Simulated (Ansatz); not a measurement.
The pair A = CH3F (SMILES CF) (first 5 atoms), B = CH2O (SMILES C=O); geometry from B3LYP-D3(BJ)/def2-TZVP.
(charge 0, multiplicity 1):
```xyz
9

C      0.163    -0.261    -0.457
F      0.451     1.042    -0.036
H      1.001    -0.622    -1.053
H      0.021    -0.882     0.427
H     -0.745    -0.233    -1.060
C      0.287     0.392     3.178
O      0.034    -0.754     2.920
H      0.359     0.746     4.225
H      0.458     1.143     2.387
```

Cores are frozen in the correlated methods. MP2 and its Hartree–Fock in aug-cc-pVQZ, aug-cc-pVTZ are density fitted.

Codes used: Ansatz (a program for electronic structure). Values without a source in brackets are computed.

The counterpoise-corrected interaction energy is E(AB) − E(A in the pair's basis) − E(B in the pair's basis). Total energies (hartree):

```csv
level,AB,A in the pair's basis,B in the pair's basis
HF/aug-cc-pVTZ,-253.0136417,-139.0968742,-113.9140729
MP2/aug-cc-pVTZ,-253.8623609,-139.5416859,-114.3164166
HF/aug-cc-pVQZ,-253.0303635,-139.1062319,-113.9214338
MP2/aug-cc-pVQZ,-253.9341152,-139.5811526,-114.3485195
MP2/aug-cc-pVDZ,-253.6401850,-139.4176023,-114.2187951
CCSD(T)/aug-cc-pVDZ,-253.6965106,-139.4474102,-114.2451290
```

Work out the counterpoise-corrected interaction energy at the basis-set limit: extrapolate the MP2 correlation part as X⁻³, take Hartree–Fock from the larger set, and add the CCSD(T) − MP2 difference of aug-cc-pVDZ.


1. Differences (1 hartree = 627.509 kcal/mol): HF/aug-cc-pVTZ -1.691; MP2/aug-cc-pVTZ -2.672; HF/aug-cc-pVQZ -1.693; MP2/aug-cc-pVQZ -2.788; MP2/aug-cc-pVDZ -2.377; CCSD(T)/aug-cc-pVDZ -2.492.
2. Correlation parts, MP2 less HF: -0.981 in aug-cc-pVTZ (X = 3), -1.095 in aug-cc-pVQZ (X = 4).
3. Limit (4³·(-1.095) − 3³·(-0.981))/(4³ − 3³) = -1.178; with HF/aug-cc-pVQZ it gives -2.871.
4. CCSD(T) less MP2 in aug-cc-pVDZ: -0.115.
Result: -2.99 kcal/mol, against -2.67 at MP2/aug-cc-pVTZ. It is an estimate of this method's limit, not of the exact value.
